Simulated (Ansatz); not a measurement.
CH5AlS2: structure from calculated spectroscopic constants

These gas-phase data were calculated for one isomer of CH5AlS2 at BLYP-D3(BJ)/def2-SVP (harmonic, unscaled wavenumbers; equilibrium rotational constants with average atomic masses):

* rotational constants: 3.792, 2.05, 1.342 GHz
* all wavenumbers above 1500 cm⁻¹: 3044, 3028, 2950, 2586, 2582
* dipole moment: 0.17 D (PBE0/def2-TZVPD)

Candidates:

(1) `[CH3][Al]([SH])[SH]`, a singlet
(2) `C[S][AlH][SH]`, a singlet

Question: Which candidate do the data belong to?

Answer: Candidate (1). No mode falls between 1700 and 2050 cm⁻¹, where the Al–H stretch of (2) would stand.

The same quantities for all candidates:

```tsv
	rotational constants (GHz)	wavenumbers above 1500 cm⁻¹	dipole (D)	E above the lowest, BLYP-D3(BJ)/def2-SVP (kcal/mol)
(1)	3.792, 2.05, 1.342	3044, 3028, 2950, 2586, 2582	0.17	0.0
(2)	5.706, 1.918, 1.449	3080, 3076, 2977, 2578, 1916	0.72	13.9
```

Harmonic stretches to hydrogen usually lie a few per cent above observed fundamentals. Each candidate is one conformer. Programs: Ansatz 0.2.0.
